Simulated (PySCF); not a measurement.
Two-dimensional NMR puzzle

Compound of formula C6H7NO2. Correlations simulated from computed shifts and the bond graph:

HSQC (one-bond C–H):
```
  δH     δC
6.94  155.7
3.72   43.9
3.30   39.6
```

HMBC (two and three bonds, from the bond graph):
```
  δH                          δC
6.94   167.8, 161.6, 153.4, 39.6
3.72                       161.6
3.30  167.8, 161.6, 155.7, 153.4
```

Carbons without hydrogens: δ 167.8, 161.6, 153.4.

No solvent, no relativistic terms, one conformer, one averaged value for each set of equivalent atoms. Geometry: GFN2-xTB; shielding tensors at PBE0/pcSseg-1 (GIAO); PySCF 2.14.0 with density-fitted response routines.

References, each an isolated molecule treated in the same way: ¹H (σ = 31.72 ppm), ¹³C (σ = 186.93 ppm) vs TMS.

Exchangeable hydrogens are left out of these lists.

Problem. Work out the connectivity.

Solution. SMILES C/N=C1/C=C(C(=O)O)C1.

Mapped SMILES: `[CH3:1]/[N:2]=[C:3]1/[CH:4]=[C:5]([C:6](=[O:7])[OH:8])[CH2:9]1`. Hydrogens are named by the atom that carries them.

1. δC 167.8 is C6, a carboxylic acid carbon.
2. δC 161.6 is C3, a C=N carbon.
3. δC 155.7 is C4, a β carbon of a C=C–C=O unit (δH 6.94).
4. δC 153.4 is C5, an α carbon of a C=C–C=O unit.
5. δC 43.9 is C1, a methyl carbon bonded to N (δH 3.72).
6. δC 39.6 is C9, an allylic sp3 CH2 (δH 3.30).
7. HMBC from δH 6.94 reaches the proton-free carbons C6, C3, C5.
8. HMBC from δH 3.72 reaches the proton-free carbon C3.
9. HMBC from δH 3.30 reaches the proton-free carbons C6, C3, C5.

The shifts were computed for this structure.

The OH or NH signal is concentration- and solvent-dependent in practice; the value given is the gas-phase one. Shifts are as computed. Against solution values, carbons near 30 ppm lie about +3 ppm off and those near 130 ppm about +5 ppm. Of 1211 compounds with measured shifts, 218 miss one by over three times the rms of a fit or turn the order of signals round; such compounds aren't used in these exercises. The C=O carbon of an acid or of an amide with N–H lies up to 10 ppm further downfield in solution, through hydrogen bonding that the calculation lacks.
